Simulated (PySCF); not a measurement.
H₂Te, charge +1, doublet, geometry from GFN2-xTB (a state made from the parent by changing its charge; the spin is typed, not shown lowest) (core potentials on Te). Base run: HF/def2-TZVP (PySCF).

Input for PySCF:
```python
from pyscf import gto, scf

mol = gto.M(
    atom='''
Te   -0.00025533    0.04223806    0.00196862
H    -1.17931590   -1.10419009   -0.07625629
H     1.19259301   -1.09218903   -0.02611171
''',
    basis='def2-tzvp',
    ecp={'Te': 'def2-tzvp'},
    charge=1,
    spin=1,
    verbose=4,
    symmetry=True,
)

mf = scf.UHF(mol)
mf.kernel()
mf.analyze()
```

Variants of this job, named by their change:

| change | ΔE vs base (mEh) | point group used | SCF cycles |
|---|---|---|---|
| base | 0.000 | C2v | 12 |
| irrep_nelec = A1:(6, 6) A2:(2, 1) B1:(2, 2) B2:(3, 3) | 442.6 | C2v | 12 |
| symmetry_subgroup = Cs | 0.000 | Cs | 12 |
| irrep_nelec = A1:(5, 6) A2:(2, 1) B1:(3, 2) B2:(3, 3) | 473.7 | C2v | 11 |
| symmetry = off | 0.000 | C1 | 12 |
| symmetry_subgroup = C2 | 0.000 | C2 | 12 |
| irrep_nelec = A1:(5, 6) A2:(1, 1) B1:(3, 2) B2:(4, 3) | 306.0 | C2v | 11 |
| irrep_nelec = A1:(6, 6) A2:(1, 1) B1:(2, 2) B2:(4, 3) | 221.1 | C2v | 11 |

Open shells are given as the SCF converged; they aren't shown to be the lowest states, and a large step between rows can be another state.
